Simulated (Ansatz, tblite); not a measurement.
Spin states of the cluster As₂S₂ (the lowest singlet isomer of a short search), each relaxed with r2SCAN-D4/def2-SVP in Ansatz. Electronic energies in the gas phase.

The xTB rows come from tblite. Correlated methods freeze 28 core orbitals; core or outer-core shells of As are correlated, in sets that lack core-valence functions. The structure comes from a short search, and lower isomers may exist.

Singlet geometry (C2v within 0.1 Å):

```xyz
4

As    1.086   -0.100   -0.716
As   -0.480   -0.881    0.834
S    -1.154   -0.178   -1.255
S     0.547    1.160    1.137
```

Triplet geometry (C2v within 0.1 Å):

```csv
atom,x (Å),y (Å),z (Å)
As1,0.333,-0.281,-1.455
As2,-0.567,-0.222,1.392
S3,-1.279,0.957,-0.424
S4,1.513,-0.453,0.488
```

Quintet geometry:

| atom | x (Å) | y (Å) | z (Å) |
| --- | --- | --- | --- |
| As1 | -0.7944 | 0.0734 | -0.9135 |
| As2 | 0.8378 | -0.0784 | 0.9714 |
| S3 | 1.7554 | 1.7338 | 0.1878 |
| S4 | -1.7988 | -1.7288 | -0.2457 |

⟨S²⟩: triplet 2.01 at PBE0-D4/def2-TZVP (pure 2.00), quintet 6.02 at PBE0-D4/def2-TZVP (pure 6.00).

Only these spin states were relaxed. The triplet has other bonds than the singlet, so the gap mixes isomer and spin. The quintet has other bonds than the singlet, so the gap mixes isomer and spin.

(1) Estimate which spin state lies lowest at each of these levels, and by how much: GFN1-xTB; GFN2-xTB; HF/STO-3G; HF/def2-TZVP; PBE-D4/def2-TZVP; r2SCAN-D4/def2-TZVP; B97M-V/def2-TZVP; PBE0-D4/def2-TZVP; ωB97M-V/def2-TZVP; MP2/def2-TZVP.

Answers

(1) 
```
              level  triplet − singlet (kJ/mol)  quintet − singlet (kJ/mol)  lowest of these
           GFN1-xTB                       123.9                       448.5          singlet
           GFN2-xTB                       123.6                       367.2          singlet
          HF/STO-3G                       -18.1                       116.9          triplet
       HF/def2-TZVP                        -3.3                       135.9          triplet
   PBE-D4/def2-TZVP                        98.3                       332.7          singlet
r2SCAN-D4/def2-TZVP                        88.0                       310.1          singlet
   B97M-V/def2-TZVP                        96.7                       333.6          singlet
  PBE0-D4/def2-TZVP                        86.9                       323.6          singlet
  ωB97M-V/def2-TZVP                        87.2                       339.0          singlet
      MP2/def2-TZVP                       128.6                       400.6          singlet
```

Change of the quintet − singlet gap on mixing in exact exchange, in kJ/mol: PBE to PBE0 (25 % exact exchange) -9.1. The xTB methods have no spin-polarisation term.
